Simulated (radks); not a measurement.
Isoelectronic series with 6 electrons, all held in the configuration [He] 2s2 2p2, which need not be the ground one along the series. Calculated with a radial shooting solver on a logarithmic mesh with Libxc functionals: Dirac Kohn-Sham, PBE, spin-unpolarised, spherical densities, finite nucleus; open shells are shared between the two j in proportion to 2j + 1; Fermi nuclear charge, rms radius of each element as measured or else 0.836 A^(1/3) + 0.57 fm. Total energies (hartree) and orbital eigenvalues (eV):

ion    E (hartree)      2p3/2      2p1/2      2s1/2      1s1/2
C        -37.76481    -5.2824    -5.2911   -13.7506  -273.3755
F3+      -95.39280   -72.7245   -72.8255   -91.2054  -741.3372
Mg6+    -180.21229  -202.4674  -202.9075  -231.2150  -1457.034
P9+     -292.31697  -393.7362  -395.0164  -433.2785  -2420.412
Ar12+   -431.86390  -646.4238  -649.3921  -697.6767  -3632.688
Sc15+   -599.05575  -960.5490  -966.4965  -1024.905  -5095.624
Cr18+   -794.13912  -1336.184  -1346.945  -1415.608  -6811.425
Co21+  -1017.40549  -1773.434  -1791.493  -1870.571  -8782.726
Zn24+  -1269.19337  -2272.435  -2301.036  -2390.715  -11012.60
As27+  -1549.89055  -2833.345  -2876.614  -2977.110  -13504.60
Kr30+  -1859.93839  -3456.348  -3519.419  -3630.979  -16262.74
Mo36+  -2570.13260  -4889.488  -5012.313  -5146.861  -22596.22
Rh39+  -2971.46037  -5700.110  -5865.654  -6012.195  -26182.39
Cd42+  -3404.50915  -6573.798  -6792.760  -6951.674  -30056.44
Sb45+  -3870.05480  -7510.854  -7795.788  -7967.496  -34225.50
Xe48+  -4368.95105  -8511.607  -8877.147  -9062.104  -38697.41
La51+   -4902.1574  -9576.409  -10039.52  -10238.24  -43480.98
Nd54+   -5470.7327  -10705.64  -11285.92  -11498.94  -48585.93
Eu57+   -6075.8167  -11899.70  -12619.68  -12847.54  -54022.65
Dy60+   -6718.7617  -13159.03  -14044.57  -14287.90  -59803.65
Tm63+   -7401.0558  -14484.07  -15564.77  -15824.32  -65942.63
Hf66+   -8124.2303  -15875.33  -17185.02  -17461.38  -72453.40
Re69+   -8890.2227  -17333.30  -18910.62  -19204.62  -79353.97
